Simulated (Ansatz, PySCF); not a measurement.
2-methylidene-3H-selenophene (C5H6Se), SMILES C=C1CC=C[Se]1. Atoms are numbered in the order given.

```xyz
12

C      0.8308     2.2163     0.0000
C      0.0661     1.1208     0.0000
C     -1.4496     1.0954     0.0000
C     -1.9383    -0.3196     0.0000
C     -1.0129    -1.2824     0.0000
Se     0.7729    -0.6569     0.0000
H      1.9218     2.1691     0.0000
H      0.3716     3.2090     0.0000
H     -1.8332     1.6406    -0.8814
H     -1.8332     1.6406     0.8814
H     -3.0089    -0.5409     0.0000
H     -1.2048    -2.3566     0.0000
```
Charge 0, spin multiplicity 1.

Geometry optimised at PBE0-D3(BJ)/def2-SVP. Other conformers were not sampled.

Two levels are set side by side: PBE-D3(BJ)/def2-SVP (Ansatz, an electronic-structure program) and PBE0-D3(BJ)/def2-SVP (Ansatz). Each level has its own optimised geometry; the coordinates shown are those of the second. Frequencies come from the Hessian of PySCF at each geometry. Differences are taken from unrounded values.

```tsv
quantity	PBE0-D3(BJ)
mean bond length (Å)	1.339
bond C1–C2 (Å)	1.336
bond C2–C3 (Å)	1.516
bond C2–Se6 (Å)	1.913
bond C3–C4 (Å)	1.497
bond C4–C5 (Å)	1.336
bond C5–Se6 (Å)	1.892
bond C1–H7 (Å)	1.092
bond C1–H8 (Å)	1.094
bond C3–H9 (Å)	1.105
bond C3–H10 (Å)	1.105
bond C4–H11 (Å)	1.093
bond C5–H12 (Å)	1.091
highest harmonic wavenumber (cm⁻¹)	3267
mean harmonic wavenumber (cm⁻¹)	1362
zero-point energy (kcal/mol)	58.41
```

**Question.** What does PBE-D3(BJ) give, and how far is it from PBE0-D3(BJ)? (The exact figures need the calculation; the answer reports its results.)

**Answer.** 
```
quantity                            PBE-D3(BJ)  PBE-D3(BJ) minus PBE0-D3(BJ)
----------------------------------  ----------  ----------------------------
mean bond length (Å)                     1.349                         0.010
bond C1–C2 (Å)                           1.347                         0.011
bond C2–C3 (Å)                           1.524                         0.008
bond C2–Se6 (Å)                          1.931                         0.018
bond C3–C4 (Å)                           1.504                         0.007
bond C4–C5 (Å)                           1.347                         0.012
bond C5–Se6 (Å)                          1.906                         0.014
bond C1–H7 (Å)                           1.100                         0.008
bond C1–H8 (Å)                           1.102                         0.008
bond C3–H9 (Å)                           1.114                         0.009
bond C3–H10 (Å)                          1.114                         0.009
bond C4–H11 (Å)                          1.101                         0.008
bond C5–H12 (Å)                          1.099                         0.008
highest harmonic wavenumber (cm⁻¹)        3176                           -92
mean harmonic wavenumber (cm⁻¹)           1313                           -49
zero-point energy (kcal/mol)             56.31                         -2.10
```

GGA bonds tend to be longer and softer than those of functionals with exact exchange. Differences between two approximate levels are no errors against the true value.
